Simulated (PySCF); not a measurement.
Calculation: PySCF with PBE-D3(BJ)/def2-TZVP // PBE0-D4/def2-TZVP. Gas-phase values, no solvent. One relaxed conformer stands for a flexible species; it need not be the lowest. Excitations are Tamm–Dancoff values on a coarser integration grid. The basis has no diffuse functions, so Rydberg states are missing or too high.

Reference species (SMILES): `[SiH3]Cl` (neutral, multiplicity 1).

The S1 excitation (TDA) comes out as 6.81 eV and the S1–T1 gap (TDA) is 0.36 eV. The S1 oscillator strength is 0.008.

After one change: the S1 excitation (TDA) falls by 1.54 eV; the S1–T1 gap (TDA) rises by 0.08 eV; the S1 oscillator strength stays essentially unchanged.

**Question.** Which change was made? The new species is one of these.
(A) `Cl[SiH2]C1CC1` (Cl–Si–C–C torsion 83°)
(B) `B[SiH2]Cl`
(C) `S=C[SiH2]Cl` (S–C–Si–Cl torsion 180°)
(D) `Cl[SiH2][SeH]` (Cl–Si–Se–H torsion 72°)

**Answer.** D, `Cl[SiH2][SeH]` (Cl–Si–Se–H torsion 72°)
